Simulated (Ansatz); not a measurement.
Consider the redistribution: `B[SiH](F)Cl` + `O=C=[N][AlH][Cl]` → `B[SiH2]Cl` + `O=C=[N][Al]([F])[Cl]`.

Computed with Ansatz on PBE0-D4/def2-TZVP structures; ΔE is electronic, products minus reactants. CBS: MP2 limit from def2 TZ/QZ plus the TZ coupled-cluster correction, frozen cores. DFT in def2-TZVPP. B3LYP here is the variant with VWN-RPA as its local correlation; programs differ in this. One conformer a species, not always the lowest.

`B[SiH](F)Cl`:

Cartesian coordinates in Å:
```
B -0.885 0.720 -0.444
Si 0.409 -0.552 0.392
F 0.331 -2.031 -0.200
Cl 2.196 0.289 -0.191
H -1.188 1.723 0.128
H -1.294 0.542 -1.551
H 0.431 -0.692 1.865
```

`O=C=[N][AlH][Cl]`:

```xyz
6

O    -1.272   -2.625    0.321
C    -0.709   -1.611    0.227
N    -0.118   -0.574    0.137
Al    0.598    1.015   -0.080
Cl   -0.541    2.475   -1.034
H     2.043    1.320    0.428
```

`B[SiH2]Cl`:

```xyz
7

B     1.234   -0.006    0.022
Si   -0.764    0.078   -0.072
Cl   -1.709   -1.390    1.031
H     1.861    0.802   -0.600
H     1.832   -0.814    0.665
H    -1.238    1.393    0.438
H    -1.216   -0.065   -1.483
```

`O=C=[N][Al]([F])[Cl]`:

```xyz
6

O     0.703   -0.357    2.836
C     0.378   -0.250    1.725
N     0.036   -0.145    0.583
Al   -0.332    0.099   -1.101
F    -1.668   -0.595   -1.732
Cl    0.882    1.248   -2.312
```

| level | ΔE (eV) |
| --- | --- |
| r2SCAN-D4 | -0.38 |
| B3LYP-D4 | -0.36 |
| BHLYP-D4 | -0.36 |
| PBE0 | -0.37 |
| r2SCANh | -0.38 |
| BHLYP | -0.36 |
| CCSD/def2-TZVPP | -0.40 |
| SCS-MP2/def2-QZVPP | -0.39 |

Problem. What does CCSD(T)/CBS give? (Estimate.)

Solution. The calculation gave: -0.39 eV. The listed levels differ from it by 0.01, 0.03, 0.03, 0.02, 0.01, 0.03, -0.01, 0.00 eV.

Largest T1 diagnostic among the species: 0.015.

At CCSD(T), def2-SVP lies −0.12 eV from the extrapolated value and def2-TZVPP −0.00 eV. In def2-TZVPP, CCSD(T) changes the Hartree–Fock value by −0.05 eV (the triples alone add +0.01 eV) and MP2 by −0.05 eV. Leaving LDA and LC-ωPBE aside and taking each functional with its dispersion term where it has one, the values, not all of them listed here, spread over 0.11 eV, from PBE-QIDH to B97M-V. LDA lies +0.04 eV from PBE without D4.
